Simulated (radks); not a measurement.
Values are calculated unless marked as measured or tabulated.
Spherical quantum dot in the effective-mass picture: electrons in a hard-walled sphere of radius 10.1, with a point charge +1 (a donor) at the centre, all in effective atomic units (hartree* = m*/eps^2 hartree, bohr* = eps/m* bohr), one dielectric constant everywhere. Level of theory: non-relativistic Kohn-Sham, LDA (Slater exchange, Perdew-Wang correlation), spin-polarised, spherical densities (a radial shooting solver with Libxc functionals). Levels are named by radial order and angular momentum (1s, 1p, 1d, 2s, ...), and open shells are averaged over m. Results are scaled to m* = 0.044 and eps = 7.8, for which hartree* = 19.68 meV and bohr* = 9.381 nm. Each electron was tried in the lowest free levels, single moves between levels near the top were tried too, and the lowest total energy was kept; such a search can miss a lower state. At N = 1 the Hartree and exchange-correlation terms need not cancel, so that row can carry a self-interaction error.

N                         open shells  2S   E (meV)  mu = E(N) - E(N-1) (meV)  addition energy mu(N+1) - mu(N) (meV)  e(HOMO) (meV)  rms radius (nm)
1                    1s(up 1, down 0)   1  -9.42072                   -9.4207                                  8.817        -5.2936            17.26
2                                none   0  -10.0247                  -0.60395                                  5.188         1.4099            28.43
3                    1p(up 1, down 0)   1  -5.44052                    4.5841                                  2.129         5.6072            44.00
4                    1p(up 2, down 0)   2   1.27312                    6.7136                                  2.254         7.8339            50.93
5                    1p(up 3, down 0)   3   10.2408                    8.9677                                  2.478         10.105            55.23
6   1p(up 3, down 0) 2s(up 1, down 0)   4   21.6865                    11.446                                  2.659         12.465            58.05
7   1p(up 3, down 1) 2s(up 1, down 0)   3   35.7917                    14.105                                  2.195         15.193            60.35
8   1p(up 3, down 2) 2s(up 1, down 0)   2   52.0920                    16.300                                  2.234         17.413            62.11
9                    2s(up 1, down 0)   1   70.6263                    18.534                                  3.076         19.658            63.51
10  1d(up 1, down 0) 2s(up 1, down 0)   2   92.2370                    21.611                                  2.225         22.722            64.76
11  1d(up 2, down 0) 2s(up 1, down 0)   3   116.073                    23.836                                  2.230         24.951            65.80
12  1d(up 3, down 0) 2s(up 1, down 0)   4   142.139                    26.066                                  2.232         27.182            66.70
13  1d(up 4, down 0) 2s(up 1, down 0)   5   170.437                    28.298                                  2.232         29.414            67.48
14  1d(up 5, down 0) 2s(up 1, down 0)   6   200.967                    30.530                                  2.695         31.646            68.17
15  1d(up 5, down 1) 2s(up 1, down 0)   5   234.192                    33.225                                  2.193         34.320            68.79
16  1d(up 5, down 2) 2s(up 1, down 0)   4   269.610                    35.418                                  2.199         36.517            69.34
17  1d(up 5, down 3) 2s(up 1, down 0)   3   307.227                    37.617                                  2.202         38.718            69.84
18  1d(up 5, down 4) 2s(up 1, down 0)   2   347.046                    39.819                                  2.204         40.921            70.30
19                   2s(up 1, down 0)   1   389.069                    42.023                                  3.245         43.125            70.72
20  2s(up 1, down 0) 1f(up 1, down 0)   2   434.337                    45.268                                  2.187         46.361            71.13
21  2s(up 1, down 0) 1f(up 2, down 0)   3   481.792                    47.455                                  2.188         48.549            71.52
22  2s(up 1, down 0) 1f(up 3, down 0)   4   531.435                    49.643                                  2.188         50.737            71.88
23  2s(up 1, down 0) 1f(up 4, down 0)   5   583.267                    51.832                                  2.188         52.926            72.21
24  2s(up 1, down 0) 1f(up 5, down 0)   6   637.286                    54.020                                  2.188         55.114            72.52
25  2s(up 1, down 0) 1f(up 6, down 0)   7   693.494                    56.207                                  2.187         57.301            72.82
26  2s(up 1, down 0) 1f(up 7, down 0)   8   751.889                    58.395                                  2.650         59.488            73.09
27  2s(up 1, down 0) 1f(up 7, down 1)   7   812.933                    61.044                                  2.166         62.127            73.35
28  2s(up 1, down 0) 1f(up 7, down 2)   6   876.143                    63.211                                  2.167         64.294            73.59
29  2s(up 1, down 0) 1f(up 7, down 3)   5   941.521                    65.378                                  2.168         66.462            73.83
30  2s(up 1, down 0) 1f(up 7, down 4)   4   1009.07                    67.546                                  2.169         68.631            74.05
31  2s(up 1, down 0) 1f(up 7, down 5)   3   1078.78                    69.715                                  2.169         70.800            74.26
32  2s(up 1, down 0) 1f(up 7, down 6)   2   1150.67                    71.884                                  2.169         72.968            74.46
33                   2s(up 1, down 0)   1   1224.72                    74.053                                      -         75.137            74.65

All shells are closed at N = 2 (there: 1s2); the second difference of the energy has clear peaks (12 % above both neighbours; the first and last values, which can be the largest, are not judged, and half-filled shells can peak too) at N = 9, 14, 19, 26.
